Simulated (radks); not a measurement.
Polarisability of the vanadium ion V2+, [Ar] 3d3, at imaginary frequency. All-electron calculation, scalar-relativistic Kohn-Sham, LB94 model potential, spin-polarised, spherical densities, finite nucleus; open shells are filled with parallel spins first; Fermi nuclear charge, rms radius 3.6002 fm. Program: a radial shooting solver on a logarithmic mesh with Libxc functionals. Response by self-consistent Sternheimer equations with the Hartree and adiabatic LDA kernel, the relativistic mass of each level held fixed and spin-orbit coupling left out.

w (hartree),alpha1(iw) (bohr^3)
0.00266,4.286
0.0143,4.284
0.0360,4.271
0.0697,4.232
0.118,4.138
0.186,3.952
0.280,3.648
0.413,3.230
0.605,2.734
0.892,2.188
1.35,1.602
2.12,1.011
3.59,0.5073
6.94,0.1835
17.5,0.03967

Static values: alpha1 = 4.286 bohr^3 (0.6352 angstrom^3; uncoupled 5.388). C6 = 13.08, triple-dipole C9 = 37.13 atomic units. One-pole (London) frequency 4 C6 / (3 alpha1^2) = 0.949 hartree, against 1.100 for minus the highest occupied eigenvalue.
